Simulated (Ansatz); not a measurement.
Total energies of CH₄ClFN₂Si, SMILES `N=C(F)[SiH](N)Cl`.

Cartesian coordinates in Å:
```
N -0.568 -0.025 -1.777
C 0.295 -0.546 -1.042
F 1.174 -1.470 -1.497
Si 0.440 -0.135 0.801
N -0.534 1.226 1.002
Cl -0.145 -1.840 1.801
H -0.538 -0.373 -2.737
H 1.837 0.098 1.217
H -0.673 1.688 1.884
H -1.288 1.377 0.348
```

Total charge 0; spin multiplicity 1. The geometry is a stationary point of PBE0-D4/def2-TZVP. It is one conformer, not always the lowest. Basis def2-TZVPP, Ansatz.

RPA on PBE orbitals: Hartree–Fock energy of these orbitals -997.10409 Eh, correlation -1.77740 Eh (frozen core).

```tsv
functional	kind	energy without D4 (Eh)	D4 term (kJ/mol)
LDA (SPW92)	LDA	-995.23935	–
PBE	GGA	-999.15501	-25.1
revPBE	GGA	-999.53807	-73.1
BLYP	GGA	-999.70518	-54.7
B97M-V	meta-GGA with VV10	-999.51757	–
PBE0	global hybrid, 25 % exact exchange	-999.22318	-21.3
B3LYP	global hybrid, 20 %	-999.80022	-40.5
r2SCAN0	meta-GGA hybrid, 25 %	-999.54343	-7.4
ωB97M-V	range-separated hybrid meta-GGA with VV10	-999.64996	–
PBE-QIDH	double hybrid	-999.02087	–
```

Task: Give the same for r2SCAN, r2SCANh, HSE06 (plane-wave form), BHLYP, CAM-B3LYP, LC-ωPBE, ωB97X-V, B2PLYP. (Estimate.)

Result: The calculation gave: 
| functional | kind | energy without D4 (Eh) | D4 term (kJ/mol) |
| --- | --- | --- | --- |
| r2SCAN | meta-GGA | -999.58682 | -6.2 |
| r2SCANh | meta-GGA hybrid, 10 % | -999.56886 | -6.6 |
| HSE06 (plane-wave form) | screened hybrid | -999.19755 | -19.9 |
| BHLYP | global hybrid, 50 % | -999.63929 | -31.3 |
| CAM-B3LYP | range-separated hybrid | -999.69610 | -21.8 |
| LC-ωPBE | long-range corrected hybrid | -999.39566 | – |
| ωB97X-V | range-separated hybrid GGA with VV10 | -999.57087 | – |
| B2PLYP | double hybrid | -999.34584 | – |

B3LYP takes the VWN-RPA correlation (the form of Gaussian; ORCA's B3LYP/G). HSE06 is the plane-wave form, built on full-range PBE exchange. The double hybrids freeze the cores in their second-order part.

LC-ωPBE has ω = 0.4 bohr⁻¹.
